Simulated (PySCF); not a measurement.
SCF from a fresh guess for singlet LuS₂⁻, at the PBE0 minimum. PySCF input:

```python
from pyscf import gto, scf, dft
mol = gto.M(atom='''
Lu    -0.000000    -0.000000    -0.607070
S      1.071930    -0.000000     1.661260
S     -1.071930     0.000000     1.661260''',
    basis={'Lu': 'def2-SVP', 'S': 'def2-SVP'},
    ecp={'Lu': 'def2-SVP'},
    charge=-1, spin=0)
mf = dft.RKS(mol, xc='PBE')
mf.grids.atom_grid = (50, 194)
aux = {'Lu': 'def2-universal-JKFIT', 'S': 'def2-universal-JKFIT'}
mf = mf.density_fit(auxbasis=aux)
mf.conv_tol = 1e-08
mf.diis_space = 10
mf.max_cycle = 60
mf.verbose = 4
# dm0: spherical densities of the free atoms in this basis, scaled to the electron count
mf.kernel(dm0)
```

Excerpt of the output (cycles and frontier levels):

```
init E= -2040.94650252785
  HOMO = 0.264467856738517  LUMO = 0.272853739476857  gap/eV = 0.22819
cycle= 1 E= -1919.92679599039  delta_E=  121  |g|=   28  |ddm|=   24
  HOMO = -5.03219460285357  LUMO = -5.0165687504141  gap/eV = 0.42520
cycle= 2 E= -1828.1609608992  delta_E= 91.8  |g|=   45  |ddm|= 64.5
  HOMO = -1.163915111282  LUMO = -0.872339471985963  gap/eV = 7.93418
cycle= 3 E= -1958.19987677069  delta_E= -130  |g|= 28.2  |ddm|= 54.8
  HOMO = -0.664653128442312  LUMO = -0.643296120369411  gap/eV = 0.58115
cycle= 4 E= -1992.32259844229  delta_E= -34.1  |g|= 21.6  |ddm|= 14.8
  HOMO = -0.532669776333099  LUMO = -0.530834790316313  gap/eV = 0.04993
cycle= 5 E= -2014.84930910697  delta_E= -22.5  |g|= 16.2  |ddm|= 3.98
  HOMO = -0.345313019574817  LUMO = -0.227219307916971  gap/eV = 3.21349
cycle= 6 E= -1994.2261884654  delta_E= 20.6  |g|= 18.6  |ddm|= 7.38
  HOMO = -0.334131793362047  LUMO = -0.123456709928308  gap/eV = 5.73276
... 50 lines left out ...
cycle= 33 E= -2032.4133633747  delta_E= -1.24e-05  |g|= 0.00156  |ddm|= 0.0101
  HOMO = 0.0177821197468519  LUMO = 0.0707282746607862  gap/eV = 1.44074
cycle= 34 E= -2032.4133639274  delta_E= -5.53e-07  |g|= 0.000298  |ddm|= 0.00198
  HOMO = 0.0177336511857512  LUMO = 0.0706853846569974  gap/eV = 1.44089
cycle= 35 E= -2032.41336395417  delta_E= -2.68e-08  |g|= 0.000136  |ddm|= 0.00102
  HOMO = 0.0177457801796236  LUMO = 0.0706956169566439  gap/eV = 1.44084
cycle= 36 E= -2032.41336395949  delta_E= -5.31e-09  |g|= 1.63e-05  |ddm|= 0.000362
  HOMO = 0.0177450724631474  LUMO = 0.0706935789131721  gap/eV = 1.44080
Extra cycle  E= -2032.4133639593  delta_E= 1.83e-10  |g|= 3.9e-05  |ddm|= 0.00012
converged SCF energy = -2032.4133639593
```

No lower solution of this spin was found by a stability analysis within the restricted form, which does not test spin polarisation.

The basis has no diffuse functions, which an anion would want.

The search for the lowest solution, with the stability check, took 14 s on 4 threads of a shared Intel Xeon @ 2.70GHz host, with 117 basis functions; the process peaked at 0.34 GiB.
